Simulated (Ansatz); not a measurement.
Gas-phase electronic energies from Ansatz, PBE0-D4/def2-TZVP geometries. CCSD(T)/CBS adds triple-zeta CCSD(T) − MP2 to the extrapolated MP2 energy (def2 sets, frozen cores). This one scheme is used for every species. Each species was taken in one conformer, which may not be the lowest.

Consider the formal exchange of groups at the Si–N bond: `CN[SiH](Cl)OC` + CH₄ → `CO[SiH](C)Cl` + CH₃NH₂.

```json
{"species": "`CN[SiH](Cl)OC`", "CCSD(T)/CBS(def2) energy (Eh)": "-959.76987"}
{"species": "CH₄", "CCSD(T)/CBS(def2) energy (Eh)": "-40.46206"}
{"species": "`CO[SiH](C)Cl`", "CCSD(T)/CBS(def2) energy (Eh)": "-904.45266"}
{"species": "CH₃NH₂", "CCSD(T)/CBS(def2) energy (Eh)": "-95.75281"}
```

Question: Work out ΔE.

Answer: ΔE = (-904.45266) + (-95.75281) − (-959.76987) − (-40.46206) = 0.02646 Eh = +0.72 eV.

Largest T1 diagnostic among the species: 0.010.

The D4 term adds +0.04 eV with B3LYP and +0.02 eV with PBE0; it sums over pairs of atoms, weighted by their polarisabilities, and B3LYP, whose exchange is more repulsive, gets the larger term.

B3LYP here is the variant with VWN-RPA as its local correlation; programs differ in this.
